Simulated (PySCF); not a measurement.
What happened in this job?

A core-ionisation job on C2H6BPSi, SMILES `C#CBP[SiH3]`. Method: PySCF 2.14.0, delta-SCF UKS HF, pcX-2 on the ionised atom, pcseg-1 elsewhere, spin-free X2C.

Driver input (Å, PBE0-D3(BJ)/def2-SVP geometry):

```
{"job": {"kind": "xps", "xc": "HF"}, "charge": 0, "multiplicity": 1}
C      3.3078    -0.3971    -0.0066
C      2.1867    -0.0111    -0.2959
B      0.7826     0.4327    -0.6318
P     -0.4325     0.9650     0.6926
Si    -2.3095    -0.1152     0.0871
H      4.2982    -0.7359     0.2383
H      0.4370     0.5577    -1.7833
H     -0.0153     0.2468     1.8466
H     -2.1377    -1.5915    -0.0631
H     -3.3563     0.1458     1.1188
H     -2.7224     0.4771    -1.2186
```

Output:

```
ground state, core basis on atom 0 (C), 139 functions
  cycle   1  E = -734.73229980  |g| = 3.74e-01
  cycle   2  E = -734.79539503  |g| = 1.11e-01
  cycle   3  E = -734.80112795  |g| = 4.59e-02
  cycle   4  E = -734.80194479  |g| = 1.72e-02
  cycle   5  E = -734.80205926  |g| = 5.10e-03
  cycle   6  E = -734.80208612  |g| = 2.26e-03
  cycle   7  E = -734.80209410  |g| = 9.74e-04
  cycle   8  E = -734.80209586  |g| = 4.60e-04
  E(ground) = -734.80209586 Eh
hole in C 1s of atom 0
  cycle   1  E = -723.54176462  |g| = 1.49e+00
  cycle   2  E = -723.76588701  |g| = 9.91e-01
  cycle   3  E = -724.10092985  |g| = 2.00e-01
  cycle   4  E = -724.11933662  |g| = 5.76e-02
  cycle   5  E = -724.12196682  |g| = 2.84e-02
  ... (6 cycles left out)
  cycle  12  E = -724.13459879  |g| = 2.05e-03
  cycle  13  E = -724.13463667  |g| = 1.23e-03
  cycle  14  E = -724.13465226  |g| = 9.86e-04
  cycle  15  E = -724.13466374  |g| = 7.83e-04
  cycle  16  E = -724.13466590  |g| = 4.87e-04
  E(ion) = -724.13466590 Eh   <S^2> = 1.2550   hole on atom = 1.000   binding energy = 290.276 eV
ground state, core basis on atom 1 (C), 139 functions
  cycle   1  E = -734.80275001  |g| = 2.61e-02
  cycle   2  E = -734.80280755  |g| = 7.92e-03
  cycle   3  E = -734.80281838  |g| = 5.40e-03
  cycle   4  E = -734.80282537  |g| = 4.01e-04
  E(ground) = -734.80282537 Eh
hole in C 1s of atom 1
  cycle   1  E = -723.56746797  |g| = 1.49e+00
  cycle   2  E = -723.78924781  |g| = 9.67e-01
  cycle   3  E = -724.10560865  |g| = 2.28e-01
  cycle   4  E = -724.12791500  |g| = 5.23e-02
  cycle   5  E = -724.13021414  |g| = 2.69e-02
  ... (4 cycles left out)
  cycle  10  E = -724.14388526  |g| = 3.53e-03
  cycle  11  E = -724.14388354  |g| = 3.04e-03
  cycle  12  E = -724.14391463  |g| = 3.02e-03
  cycle  13  E = -724.14395266  |g| = 1.26e-03
  cycle  14  E = -724.14396524  |g| = 4.84e-04
  E(ion) = -724.14396524 Eh   <S^2> = 1.2758   hole on atom = 1.000   binding energy = 290.042 eV
ground state, core basis on atom 2 (B), 139 functions
  cycle   1  E = -734.79170458  |g| = 2.41e-02
  cycle   2  E = -734.79179032  |g| = 4.57e-03
  cycle   3  E = -734.79179705  |g| = 2.30e-03
  cycle   4  E = -734.79179844  |g| = 5.97e-04
  cycle   5  E = -734.79179860  |g| = 3.09e-04
  E(ground) = -734.79179860 Eh
hole in B 1s of atom 2
  cycle   1  E = -727.15281791  |g| = 1.15e+00
  cycle   2  E = -727.28930205  |g| = 7.54e-01
  cycle   3  E = -727.55605121  |g| = 2.07e-01
  cycle   4  E = -727.57926171  |g| = 4.94e-02
  cycle   5  E = -727.58105733  |g| = 2.01e-02
  ... (40 cycles left out)
  cycle  46  E = -727.57997747  |g| = 1.25e-03
  cycle  47  E = -727.57997277  |g| = 1.23e-03
  cycle  48  E = -727.57995312  |g| = 1.07e-03
  cycle  49  E = -727.57992608  |g| = 1.03e-03
  cycle  50  E = -727.57994506  |g| = 9.67e-04
hole again with damping 0.5
  cycle   1  E = -727.15281791  |g| = 1.15e+00
  cycle   2  E = -727.28930205  |g| = 7.54e-01
  cycle   3  E = -727.57663012  |g| = 7.89e-02
  cycle   4  E = -727.57927678  |g| = 4.03e-02
  cycle   5  E = -727.58020009  |g| = 2.80e-02
  ... (70 cycles left out)
  cycle  76  E = -727.58015060  |g| = 6.69e-03
  cycle  77  E = -727.58016709  |g| = 7.25e-03
  cycle  78  E = -727.58016424  |g| = 2.20e-02
  cycle  79  E = -727.58007046  |g| = 4.37e-03
  cycle  80  E = -727.58009996  |g| = 5.54e-03
hole again, all orbitals by overlap
  cycle   1  E = -727.15281791  |g| = 1.15e+00
  cycle   2  E = -727.28930205  |g| = 7.54e-01
  cycle   3  E = -727.57663012  |g| = 7.89e-02
  cycle   4  E = -727.57927678  |g| = 4.03e-02
  cycle   5  E = -727.58020009  |g| = 2.80e-02
  ... (70 cycles left out)
  cycle  76  E = -727.58015060  |g| = 6.69e-03
  cycle  77  E = -727.58016709  |g| = 7.25e-03
  cycle  78  E = -727.58016424  |g| = 2.20e-02
  cycle  79  E = -727.58007046  |g| = 4.37e-03
  cycle  80  E = -727.58009996  |g| = 5.54e-03
  E(ion) = -727.58009996 Eh   <S^2> = 1.0875   hole on atom = 1.000   binding energy = 196.240 eV
ground state, core basis on atom 3 (P), 150 functions
  cycle   1  E = -734.89432773  |g| = 8.32e-02
  cycle   2  E = -734.89448930  |g| = 6.54e-03
  cycle   3  E = -734.89449780  |g| = 1.84e-03
  cycle   4  E = -734.89449911  |g| = 8.36e-04
  cycle   5  E = -734.89449951  |g| = 4.19e-04
  E(ground) = -734.89449951 Eh
hole in P 1s of atom 3
  cycle   1  E = -654.74656352  |g| = 4.68e+00
  cycle   2  E = -655.73935352  |g| = 1.09e+00
  cycle   3  E = -655.87431941  |g| = 1.16e-01
  cycle   4  E = -655.87851248  |g| = 2.98e-02
  cycle   5  E = -655.87892417  |g| = 1.02e-02
  cycle   6  E = -655.87899137  |g| = 3.45e-03
  cycle   7  E = -655.87900937  |g| = 1.67e-03
  cycle   8  E = -655.87901715  |g| = 8.50e-04
  cycle   9  E = -655.87901963  |g| = 3.72e-04
  E(ion) = -655.87901963 Eh   <S^2> = 0.7545   hole on atom = 1.000   binding energy = 2150.121 eV
hole in P 2p of atom 3
  cycle   1  E = -729.52711593  |g| = 1.35e+00
  cycle   2  E = -729.86039518  |g| = 4.89e-01
  cycle   3  E = -729.91331152  |g| = 3.64e-02
  cycle   4  E = -729.91402843  |g| = 2.36e-02
  cycle   5  E = -729.91435937  |g| = 7.96e-03
  cycle   6  E = -729.91445476  |g| = 4.50e-03
  cycle   7  E = -729.91451403  |g| = 3.12e-03
  cycle   8  E = -729.91451859  |g| = 2.16e-03
  cycle   9  E = -729.91451674  |g| = 5.98e-04
  cycle  10  E = -729.91451748  |g| = 2.75e-04
  E(ion) = -729.91451748 Eh   <S^2> = 0.7634   hole on atom = 1.002   binding energy = 135.512 eV
  2p3/2 = 135.222 eV   2p1/2 = 136.073 eV
ground state, core basis on atom 4 (Si), 150 functions
  cycle   1  E = -734.86481837  |g| = 7.18e-02
  cycle   2  E = -734.86498207  |g| = 6.30e-03
  cycle   3  E = -734.86499204  |g| = 1.58e-03
  cycle   4  E = -734.86499338  |g| = 6.53e-04
  cycle   5  E = -734.86499370  |g| = 2.59e-04
  E(ground) = -734.86499370 Eh
hole in Si 1s of atom 4
  cycle   1  E = -665.90636066  |g| = 4.32e+00
  cycle   2  E = -666.85280196  |g| = 1.02e+00
  cycle   3  E = -666.96578622  |g| = 9.32e-02
  cycle   4  E = -666.96903547  |g| = 1.99e-02
  cycle   5  E = -666.96932603  |g| = 6.32e-03
  cycle   6  E = -666.96939258  |g| = 3.79e-03
  cycle   7  E = -666.96941309  |g| = 2.08e-03
  cycle   8  E = -666.96942582  |g| = 9.23e-04
  cycle   9  E = -666.96942914  |g| = 3.84e-04
  E(ion) = -666.96942914 Eh   <S^2> = 0.7555   hole on atom = 1.000   binding energy = 1847.532 eV
hole in Si 2p of atom 4
  cycle   1  E = -730.61848398  |g| = 1.20e+00
  cycle   2  E = -730.91043373  |g| = 4.14e-01
  cycle   3  E = -730.94802050  |g| = 3.25e-02
  cycle   4  E = -730.94894181  |g| = 1.33e-02
  cycle   5  E = -730.94918264  |g| = 6.69e-03
  cycle   6  E = -730.94930788  |g| = 3.58e-03
  cycle   7  E = -730.94933775  |g| = 2.27e-03
  cycle   8  E = -730.94935452  |g| = 1.02e-03
  cycle   9  E = -730.94935899  |g| = 4.51e-04
  E(ion) = -730.94935899 Eh   <S^2> = 0.7665   hole on atom = 1.002   binding energy = 106.550 eV
  2p3/2 = 106.343 eV   2p1/2 = 106.937 eV
```

The program numbers atoms from 0. The 2p3/2 and 2p1/2 values come from a spin–orbit splitting computed afterwards; their 2:1 mean is the average over the three 2p orbitals and can differ from the one hole solved.

Task: Which binding energies of this run can't be used, and why?

Result: 1 of 7 holes failed. The driver asks that ground and ion SCF both reach |g| < 5e-4 and that the core orbital is emptied to over 0.9. Failed: B1s on atom 2 (core orbital emptied to 1.000, ⟨S²⟩ = 1.088, so the hole stayed but an SCF missed its threshold). Passed: C1s on atom 0, C1s on atom 1, P1s on atom 3, P2p on atom 3, Si1s on atom 4, Si2p on atom 4.

Task: How can it be mended?

Result: Discard what failed. Damping and filling all orbitals by overlap were tried in this run and didn't help; a first stage with the core hole frozen, a second-order or squared-gradient solver, or a restricted open-shell scheme is left to try.
